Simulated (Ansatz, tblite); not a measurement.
Cost and result up the ladder for tetraphenylethylene, `c1ccc(C(=C(c2ccccc2)c2ccccc2)c2ccccc2)cc1` (46 atoms). Charge 0, multiplicity 1. Geometry: PBE-D4/def2-SVP.

```xyz
46

C    -3.516    2.817    1.439
C    -3.688    1.577    0.802
C    -2.581    0.765    0.527
C    -1.276    1.175    0.883
C    -0.094    0.313    0.608
C     0.094   -0.313   -0.608
C    -0.701    0.042   -1.815
C    -0.920    1.390   -2.178
C    -1.657    1.714   -3.324
C    -2.193    0.698   -4.132
C    -1.972   -0.646   -3.792
C    -1.224   -0.971   -2.652
C     1.107   -1.386   -0.801
C     1.238   -2.444    0.128
C     2.184   -3.458   -0.069
C     3.021   -3.437   -1.197
C     2.892   -2.400   -2.135
C     1.938   -1.391   -1.944
C     0.870    0.170    1.733
C     0.406   -0.052    3.050
C     1.307   -0.185    4.116
C     2.689   -0.078    3.890
C     3.161    0.166    2.590
C     2.263    0.289    1.524
C    -1.120    2.415    1.545
C    -2.227    3.231    1.811
H    -4.387    3.457    1.652
H    -4.697    1.236    0.522
H    -2.720   -0.207    0.032
H    -0.498    2.189   -1.551
H    -1.811    2.771   -3.592
H    -2.776    0.953   -5.031
H    -2.383   -1.450   -4.422
H    -1.047   -2.026   -2.391
H     0.582   -2.467    1.010
H     2.265   -4.276    0.664
H     3.766   -4.233   -1.349
H     3.539   -2.378   -3.025
H     1.836   -0.584   -2.685
H    -0.677   -0.130    3.232
H     0.926   -0.371    5.132
H     3.396   -0.178    4.728
H     4.242    0.269    2.406
H     2.637    0.484    0.508
H    -0.112    2.739    1.845
H    -2.083    4.199    2.316
```

Ansatz on 2 threads of AMD EPYC 7R13 on a shared host and a share (18 GiB) of an NVIDIA H100 80GB HBM3; xTB runs through tblite on one thread. Times are rough, summed over both states, and most runs start from the orbitals of an earlier one. PBE0-D4/def2-TZVP serves as the yardstick here, not as an exact answer. The other state is a triplet.

The xTB rows come from tblite. Single mean-field runs in def2-TZVP are fitted with def2-universal-jkfit.

xTB has no spin-polarisation term.

```tsv
level	functions	wall time
GFN2-xTB	124	0.15 s
GFN1-xTB	144	0.23 s
PBE-D4/def2-TZVP	926	14 s
PBE0-D4/def2-TZVP	926	15 s
```

Estimate what each level gives for the vertical triplet (eV).


```csv
level,vertical triplet (eV),difference from PBE0-D4/def2-TZVP (eV)
GFN2-xTB,2.52,0.10
GFN1-xTB,2.50,0.08
PBE-D4/def2-TZVP,2.27,-0.15
PBE0-D4/def2-TZVP,2.42,0.00
```
